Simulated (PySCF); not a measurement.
C2H4BF3O.

```xyz
11

B     -0.2183    -0.2729     1.1539
C      0.6073     0.5037     0.0000
F     -0.1804     1.3856    -0.6511
F      1.0803    -0.3535    -0.9266
F      1.6523     1.1868     0.4700
H      0.0688    -0.1252     2.3154
O     -1.2267    -1.0873     0.8554
C     -1.7076    -1.3917    -0.4395
H     -1.1768    -2.2705    -0.8337
H     -2.7754    -1.6325    -0.3525
H     -1.5805    -0.5506    -1.1353
```

The structure is a stationary point at PBE0-D3(BJ)/def2-SVP. One conformer was computed; it need not be the lowest.

Calculation: PBE0/pcSseg-1 (PySCF). Non-relativistic, no solvent.

Task: Give the absolute GIAO shielding of each atom: isotropic value and principal components (ppm). (An estimate is asked for; the answer gives what the named calculation found.)

Result: 
```json
[
 {"atom": "B1", "σ(iso)": "62.3", "σ11": "39.7", "σ22": "49.5", "σ33": "97.7", "span": "58.0"},
 {"atom": "C2", "σ(iso)": "56.7", "σ11": "49.9", "σ22": "51.9", "σ33": "68.4", "span": "18.4"},
 {"atom": "F3", "σ(iso)": "261.2", "σ11": "167.6", "σ22": "277.1", "σ33": "338.8", "span": "171.2"},
 {"atom": "F4", "σ(iso)": "261.0", "σ11": "169.6", "σ22": "283.6", "σ33": "329.8", "span": "160.2"},
 {"atom": "F5", "σ(iso)": "262.2", "σ11": "167.3", "σ22": "275.6", "σ33": "343.7", "span": "176.5"},
 {"atom": "H6", "σ(iso)": "26.4", "σ11": "24.5", "σ22": "26.4", "σ33": "28.3", "span": "3.8"},
 {"atom": "O7", "σ(iso)": "145.6", "σ11": "-59.6", "σ22": "121.3", "σ33": "375.1", "span": "434.7"},
 {"atom": "C8", "σ(iso)": "127.0", "σ11": "100.1", "σ22": "102.3", "σ33": "178.7", "span": "78.6"},
 {"atom": "H9", "σ(iso)": "27.2", "σ11": "24.2", "σ22": "25.2", "σ33": "32.2", "span": "8.0"},
 {"atom": "H10", "σ(iso)": "27.3", "σ11": "23.6", "σ22": "25.8", "σ33": "32.4", "span": "8.8"},
 {"atom": "H11", "σ(iso)": "26.9", "σ11": "22.9", "σ22": "28.0", "σ33": "29.9", "span": "6.9"}
]
```
